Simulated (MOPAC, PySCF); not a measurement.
C₃H₆Si, SMILES `C1=[SiH]CC1`, neutral singlet in the gas phase. 

Cartesian coordinates (Å):
```xyz
10

C      0.5822     1.1294    -0.3270
Si     1.3097    -0.4297    -0.3001
C     -0.4017    -0.9874     0.2561
C     -0.7554     0.5405     0.1303
H      0.7699     2.1801    -0.5331
H      2.6361    -1.0714    -0.5738
H     -0.9727    -1.6298    -0.4267
H     -0.5006    -1.3804     1.2762
H     -1.5690     0.7001    -0.5991
H     -1.0985     0.9487     1.0973
```
Charge 0, multiplicity 1.

All levels are single points at this geometry (PBE-D3(BJ)/def2-TZVP); Pople sets use spherical d functions. Orbital energies aren't observables, and empty levels follow the basis.

PM6 in MOPAC gives gap (eV) = 7.21.

Task: Estimate the gap (eV) from each of these levels: PBE-D3(BJ)/def2-TZVP in PySCF; B3LYP/3-21G in PySCF; B3LYP/6-31G* in PySCF; B3LYP/LANL2DZ in PySCF; PBE/6-31G* in PySCF; SVWN5/6-31G* in PySCF; HF/3-21G in PySCF; HF/6-31G* in PySCF; HF/STO-3G in PySCF; AM1 in MOPAC; PM3 in MOPAC; PM7 in MOPAC.

Result: 
```json
[
 {"level": "PBE-D3(BJ)/def2-TZVP in PySCF", "gap (eV)": "3.32"},
 {"level": "B3LYP/3-21G in PySCF", "gap (eV)": "5.08"},
 {"level": "B3LYP/6-31G* in PySCF", "gap (eV)": "4.89"},
 {"level": "B3LYP/LANL2DZ in PySCF", "gap (eV)": "4.91"},
 {"level": "PBE/6-31G* in PySCF", "gap (eV)": "3.50"},
 {"level": "SVWN5/6-31G* in PySCF", "gap (eV)": "3.46"},
 {"level": "HF/3-21G in PySCF", "gap (eV)": "10.62"},
 {"level": "HF/6-31G* in PySCF", "gap (eV)": "10.46"},
 {"level": "HF/STO-3G in PySCF", "gap (eV)": "12.58"},
 {"level": "AM1 in MOPAC", "gap (eV)": "8.23"},
 {"level": "PM3 in MOPAC", "gap (eV)": "7.59"},
 {"level": "PM7 in MOPAC", "gap (eV)": "8.11"}
]
```
